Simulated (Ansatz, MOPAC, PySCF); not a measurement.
System: CH$_{6}$BN$_{2}$ (charge 0, doublet). SMILES: [CH2]B(N)N
Structure (B3LYP-D3(BJ)/def2-TZVP (Ansatz, an electronic-structure program) minimum search):
```xyz
10

C     -0.7658    -1.3063    -0.3274
B     -0.0033    -0.0056    -0.0014
N     -0.6367     1.0067     0.7725
N      1.3261     0.1694    -0.4778
H     -1.7800    -1.4968     0.0076
H     -0.3360    -2.1128    -0.9122
H     -0.2063     1.8789     1.0254
H     -1.5731     0.9070     1.1198
H      1.7945    -0.5294    -1.0252
H      1.8859     0.9864    -0.3073
```
Charge 0, spin multiplicity 2.

Unscaled harmonic wavenumbers (cm⁻¹) in rising order, each level at the stationary point that it reaches from this structure (no distance between atoms moves by over 0.3 Å); the order of modes can differ between levels, and a negative number is imaginary. B3LYP-D3(BJ)/def2-TZVP (PySCF, at the structure above): 235, 311, 325, 348, 380, 399, 483, 578, 699, 802, 810, 899, 929, 1317, 1389, 1467, 1635, 1645, 3123, 3199, 3605, 3607, 3699, 3700.

PM7 (MOPAC): 79, 327, 370, 418, 451, 491, 515, 598, 812, 826, 832, 942, 961, 1283, 1334, 1338, 1652, 1669, 2717, 2758, 2815, 2817, 2852, 2861. Zero-point energy 45.3 against 50.9 kcal/mol; where all levels lie over 400 cm⁻¹, the wavenumbers are on average 0.951 times those of B3LYP-D3(BJ)/def2-TZVP.

B3LYP/6-31G* (Ansatz): 138, 255, 264, 318, 373, 400, 475, 581, 668, 797, 801, 893, 923, 1323, 1400, 1490, 1660, 1668, 3134, 3208, 3605, 3607, 3699, 3700. Zero-point energy 50.6 against 50.9 kcal/mol; where all levels lie over 400 cm⁻¹, the wavenumbers are on average 0.999 times those of B3LYP-D3(BJ)/def2-TZVP.
